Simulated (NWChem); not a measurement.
Species: GaH$_{3}$O; SMILES [OH][GaH2]

```xyz
5

Ga     0.0067     0.3607     0.0000
H      1.4156     1.0281     0.0000
H     -1.4034     1.0473     0.0000
O      0.0706    -1.4242     0.0000
H     -0.7861    -1.8628     0.0000
```
Atoms are numbered in this order, from 1.

Structure relaxed at the PBE0/def2-SVP level. B3LYP is NWChem's, with the RPA form of VWN correlation.

Symmetry labels are those of Cs in the frame above (b1 and b2, or b-type labels, depend on it).

**Question.** List the 4 lowest vertical singlet excitations from B3LYP/def2-SVPD, TDA (NWChem).

**Answer.** 
```
state  energy (eV)  oscillator strength  symmetry  leading excitation (squared amplitude)
-----  -----------  -------------------  --------  --------------------------------------
S1            5.67                0.001        a"                      HOMO → LUMO (1.00)
S2            6.54                0.010        a"                    HOMO−2 → LUMO (0.99)
S3            6.58                0.025        a'                    HOMO−1 → LUMO (0.84)
S4            7.28                0.037        a'                    HOMO → LUMO+1 (0.84)
```
